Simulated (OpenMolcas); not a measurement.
## Re3+: effect of the IPEA shift

```yaml
Program: OpenMolcas 26.06
Basis: ANO-RCC-VTZP [8s7p5d3f2g1h]
Scalar_Hamiltonian: DKH2, point nucleus
Active_space: 4 electrons in 5 orbitals (5d)
State_averaging: 2S+1 = 5 even, 5 roots; 2S+1 = 3 even, 45 roots kept (CI in the orbitals of an earlier block); 2S+1 = 1 even, 50 roots kept (CI in the orbitals of an earlier block)
Spin-orbit_coupling: state interaction with AMFI integrals over the reference wave functions, term energies averaged over their components
```

Methods on the same reference wave functions:
A. CASSCF
B. MS-CASPT2, IPEA 0 Eh, imaginary shift 0.1 Eh (closed shells correlated: 5s 5p)
C. MS-CASPT2, IPEA 0.25 Eh, imaginary shift 0.1 Eh (closed shells correlated: 5s 5p)

Energies in eV above 5d⁴ ⁵D₀, the measured ground level; measured values from the list in Brasseur, Gamrath and Quinet, At. Data Nucl. Data Tables 157, 101636 (2024).

| Level | A | B | C | Measured |
| --- | --- | --- | --- | --- |
| 5d⁴ ⁵D₀ [65 %] | 0.0000 | 0.0000 | 0.0000 | 0.0000 |
| 5d⁴ ⁵D₁ | 0.3050 | 0.412 | 0.382 | 0.3824 |
| 5d⁴ ⁵D₂ | 0.6372 | 0.793 | 0.746 | 0.7413 |
| 5d⁴ ⁵D₃ | 0.9444 | 1.092 | 1.048 | 1.0353 |
| 5d⁴ ⁵D₄ | 1.2131 | 1.307 | 1.282 | 1.2549 |
| 5d⁴ ³P₀(1) [55 %] | 2.2123 | 1.866 | 1.931 |  |
| 5d⁴ ³H₄ [57 %] | 2.3878 | 2.255 | 2.253 | 2.1011 |
| 5d⁴ ³H₅ | 2.8829 | 2.763 | 2.766 | 2.5949 |
| 5d⁴ ³G₃ [56 %] | 2.8912 | 2.615 | 2.656 | 2.4570 |
| 5d⁴ ³P₁(1) | 2.9628 | 2.480 | 2.595 | 2.3978 |
| 5d⁴ ³F₂(1) [72 %] | 3.0276 | 2.600 | 2.693 | 2.4611 |
| 5d⁴ ³H₆ | 3.1259 | 3.023 | 3.012 | 2.8387 |
| 5d⁴ ³P₂(1) [60 %] | 3.6821 | 3.136 | 3.260 |  |
| 5d⁴ ³F₃(1) [53 %] | 3.8274 | 3.455 | 3.535 |  |
| 5d⁴ ³D₃ [63 %] | 4.1371 | 3.713 | 3.761 | 3.5368 |
| 5d⁴ ³G₅ | 4.1402 | 3.937 | 3.953 | 3.7259 |
| 5d⁴ ¹I₆ | 4.4198 | 4.280 | 4.242 | 4.0166 |
| 5d⁴ ³D₁ | 4.5628 | 4.117 | 4.179 | 3.9108 |
| 5d⁴ ¹G₄(1) [52 %] | 5.0665 | 4.743 | 4.772 |  |
| 5d⁴ ¹S₀(1) | 5.2550 | 4.730 | 4.794 | 4.5235 |
| 5d⁴ ¹F₃ [69 %] | 5.7307 | 5.058 | 5.107 | 4.7682 |
| 5d⁴ ³P₂(2) | 6.3223 | 5.518 | 5.591 |  |
| 5d⁴ ³F₄(2) [68 %] | 6.5192 | 5.899 | 5.907 |  |
| 5d⁴ ³F₂(2) [75 %] | 6.7536 | 6.070 | 6.113 |  |

Deviations, from unrounded energies. A percentage is the sum of absolute deviations over the sum of measured energies, with the sign that they share, or ± where signs differ.

```json
{"Against measurement": "mean absolute deviation (cm-1)", "Levels": "16", "A": "3300", "B": "1200", "C": "1400"}
{"Against measurement": "fine structure of the ground term (%)", "Levels": "4", "A": "-9.2", "B": "+5.6", "C": "±1.3"}
{"Against measurement": "other terms of the ground configuration (%)", "Levels": "12", "A": "+15.7", "B": "+5.7", "C": "+6.8"}
```

B lies closest to measurement on these levels and A furthest from it. The largest miss of B in the table is 5d⁴ ¹F₃ [69 %], by +2300 cm-1. The ranking rests on the paired levels alone, and a cruder setting can come out closer through cancelling errors.

Between B and C the level of the table that moves most is 5d⁴ ³P₂(1) [60 %], by 1000 cm-1 (lowest in B, highest in C). Moves below CASPT2's spread within the term are not significant.

The mean deviations of B to C differ by less than CASPT2's widest spread within a term (1000 cm-1), so their order carries little weight.

From A to B the spin-free energies of the other terms of 5d⁴ shown, above ⁵D, scale by factors of 0.67 to 0.89.

The lowest spin-free term lies below A's lowest term by 0.284 hartree in B, 0.276 hartree in C.

CASPT2 breaks the degeneracy within a term, and the mean is taken; among the terms shown or strongly mixed into the levels shown the widest spread is 1000 cm-1 (5d⁴ ¹I, C). Terms from blocks run as CI alone lack orbitals of their own. Without dynamic correlation excited terms often stand tens of per cent too high (terms of higher spin than the ground term too low), and those without a measured partner can miss by more than the paired ones (holds for A). Some levels mix across a computed gap that differs much from the measured one, so their mixing is not that of the real levels (holds for A). The CASPT2 spread within a term exceeds the gap to the next term for 5d⁴ ³D and 5d⁴ ¹I, 5d⁴ ¹I and 5d⁴ ¹G(1), so the order of their levels is uncertain (holds for C). Computed and measured levels are paired by configuration, term and J; levels that our copy of the source lacks, or whose pairing is in doubt (as where it misses far off the trend of its configuration), stay unpaired and out of the deviations. Only configurations of the active space appear. Levels that lie high or do not pair safely by name in every column are left out.

A share in square brackets marks a mixed level and gives the weight of the term that names it, the lowest over the columns. A number in round brackets counts repeated terms of one configuration in the order of the reference energies.
